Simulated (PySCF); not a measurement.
Spectra and structures to be paired. Theory: PySCF 2.14.0, density-fitted response routines, TDDFT B3LYP/def2-SVPD, vertical, gas phase, core orbitals frozen in the response. Geometries: PBE0-D3(BJ)/def2-SVP; one conformer of each isolated species. Triplets are in the Tamm–Dancoff approximation. Relativistic effects are left out although some hold elements past zinc.

A. `C[N](C)[GeH2][GeH2][GeH3]`
B. `C1=CC=C2CCC2=C1`
C. `OC[C@H]1CO1`

Lowest singlet levels (six at most, fewer where fewer were computed) with oscillator strengths:

1. 238 nm (f 0.030); 210 nm (f 0.000); 192 nm (f 0.008); 184 nm (f 0.003); 183 nm (f 0.415); 182 nm (f 0.000); T1 4.10 eV
2. 176 nm (f 0.002); 169 nm (f 0.009); 161 nm (f 0.021); 158 nm (f 0.064); 158 nm (f 0.006); 156 nm (f 0.007); T1 6.77 eV
3. 268 nm (f 0.025); 248 nm (f 0.058); 242 nm (f 0.011); 239 nm (f 0.076); 220 nm (f 0.003); 216 nm (f 0.000); T1 4.42 eV

Problem. Match each spectrum to its molecule.

Solution. 1 = B, 2 = C, 3 = A.
- A: S1 at 4.63 eV, HOMO→LUMO (84%), HOMO→LUMO+1 (9%); Löwdin shares by element: HOMO nitrogen 50%, carbon 15%, germanium 8% or more (atoms not listed hold the other 27%); LUMO germanium 54%, hydrogen 11% or more (atoms not listed hold the other 36%); HOMO -5.91 and LUMO -0.49 eV.
- B: S1 at 5.21 eV, HOMO→LUMO (70%), HOMO-1→LUMO+1 (30%); Löwdin shares by element: HOMO carbon 73% or more (atoms not listed hold the other 27%); LUMO carbon 63% or more (atoms not listed hold the other 37%); HOMO -6.64 and LUMO -0.52 eV; point group C2v, 2 of its 6 listed states under f = 0.0005.
- C: S1 at 7.05 eV, HOMO→LUMO (89%); Löwdin shares by element: HOMO oxygen 65%, carbon 20% or more; LUMO oxygen 48%, hydrogen 18% or more, carbon 7% or more (atoms not listed hold the other 27%); HOMO -7.69 and LUMO 0.51 eV.
